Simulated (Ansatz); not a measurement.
The molecule AlCd, multiplicity 2 (lowest of 2S+1 = 2, 4 at CCSD(T)/def2-TZVPP on PBE0 minima; our sources give no spin for the ground state, which may be another). No spin–orbit coupling.

The constants come from a fifth-degree fit in 1/R (seven points, main isotopes). Runs in def2 and cc sets follow the lowest solution found near the PBE0 minimum.

The values were computed with Ansatz (Gaussian orbitals).  In def2 rows elements past Kr take small-core potentials, without spin–orbit coupling.

```tsv
level	r_e (Å)	ω_e (cm⁻¹)	ω_e x_e (cm⁻¹)	α_e (cm⁻¹)	dipole (D)
PBE/def2-TZVPP	2.824	157	1.6	0.0011	0.73
r2SCAN/def2-TZVPP	2.781	167	1.7	0.0011	0.84
B97M-V/def2-TZVPP	2.858	149	2.0	0.0012	0.65
B3LYP/def2-TZVPP	2.930	123	1.9	0.0014	0.61
PBE0/def2-TZVPP	2.855	147	1.7	0.0011	0.97
BHLYP/def2-TZVPP	3.020	102	2.1	0.0017	0.78
CAM-B3LYP/def2-TZVPP	2.965	108	2.1	0.0017	0.70
wB97X-V/def2-TZVPP	2.979	108	1.9	0.0016	1.01
wB97M-V/def2-TZVPP	2.917	123	1.8	0.0014	0.61
B2PLYP/def2-TZVPP	2.912	123	2.2	0.0016	-
```

Correlated levels freeze the inner cores; with def2 sets outer-core shells near the valence are correlated too.

Ansatz is a program for electronic structure.
